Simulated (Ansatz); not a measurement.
Computed with frozen-core CCSD(T)/def2-TZVPP // BP86-D3(BJ)/def2-SVP (Ansatz, a first-principles code).

Ansatz 0.2 input:
```yaml
crystal:
  periodic: [false, false, false]
  atoms:
    - { symbol: W, position_ang: [-0.01632, 0.012806, -0.035789] }
    - { symbol: Cl, position_ang: [-0.90279, -1.294673, -1.779993] }
    - { symbol: Cl, position_ang: [0.481149, -1.94177, 1.176164] }
    - { symbol: Cl, position_ang: [-0.513319, 1.967731, -1.246859] }
    - { symbol: Cl, position_ang: [0.869699, 1.320601, 1.707615] }
    - { symbol: O, position_ang: [1.650815, -0.056955, -0.833077] }
    - { symbol: H, position_ang: [2.522208, -0.105666, -1.253866] }
    - { symbol: O, position_ang: [-1.684109, 0.080051, 0.760382] }
    - { symbol: H, position_ang: [-2.558568, 0.119064, 1.175808] }
basis:
  gaussian: { orbitals: def2-TZVPP }
correlation:
  method: ccsd_t
```

Output:

```
Functional definition: HF
1943 factors; integrals over basis functions are off by at most 7.5e-4 eV
mean field evaluation 1: about -55923.1800 eV, gradient 7.5e1 eV
mean field evaluation 2: about -55923.6169 eV, gradient 7.5e1 eV
mean field evaluation 4: about -55934.7626 eV, gradient 8.1e0 eV
mean field evaluation 8: about -55934.9667 eV, gradient 1.5e0 eV
mean field evaluation 16: about -55934.9759 eV, gradient 2.1e-6 eV
mean field evaluation 32: about -55932.0806 eV, gradient 9.5e0 eV
mean field evaluation 64: about -55927.0885 eV, gradient 1.9e0 eV
mean field evaluation 96: about -55926.1916 eV, gradient 6.4e-3 eV
mean field evaluation 128: about -55926.1875 eV, gradient 2.9e-3 eV
mean field evaluation 160: about -55926.1358 eV, gradient 1.1e-2 eV
mean field evaluation 192: about -55926.1368 eV, gradient 5.6e-3 eV
mean field evaluation 224: about -55926.1790 eV, gradient 3.3e-1 eV
mean field evaluation 256: about -55926.1790 eV, gradient 6.9e-2 eV
mean field evaluation 288: about -55925.5999 eV, gradient 2.1e-3 eV
mean field -55934.97590317 eV, -2055.5724503530 hartree, gradient 2.0e-6 eV, S^2 0.000000; 5 other end points of the search recorded, 0 dependent functions left out
22 core orbitals not correlated
reference -55934.97590317 eV, -2055.5724503530 hartree; 28, 28 occupied and 264, 264 virtual orbitals, 1943 factors
second order -48.42521032 eV of doubles, -0.00000000 eV of singles
cycle   1  -45.99697821 eV  change     2.4e0 eV  update   3.2e-1
cycle   2  -47.84845696 eV  change    -1.9e0 eV  update   2.2e-1
cycle   3  -48.33218543 eV  change   -4.8e-1 eV  update   5.6e-2
cycle   4  -48.30908618 eV  change    2.3e-2 eV  update   2.5e-2
cycle   5  -48.28583772 eV  change    2.3e-2 eV  update   9.2e-3
cycle   6  -48.28315048 eV  change    2.7e-3 eV  update   4.0e-3
cycle   7  -48.28463209 eV  change   -1.5e-3 eV  update   2.0e-3
cycle   8  -48.28430735 eV  change    3.2e-4 eV  update   9.5e-4
cycle   9  -48.28446480 eV  change   -1.6e-4 eV  update   4.3e-4
cycle  10  -48.28522043 eV  change   -7.6e-4 eV  update   2.2e-4
cycle  11  -48.28481610 eV  change    4.0e-4 eV  update   1.1e-4
cycle  12  -48.28461582 eV  change    2.0e-4 eV  update   6.3e-5
cycle  13  -48.28472797 eV  change   -1.1e-4 eV  update   2.8e-5
cycle  14  -48.28468336 eV  change    4.5e-5 eV  update   1.6e-5
perturbative correction -2.75514242 eV, -0.1012496164 hartree
Total energy: -55986.01572895 eV, -2057.4481293544 hartree
```

Cost: around 100 core-minutes (rough).
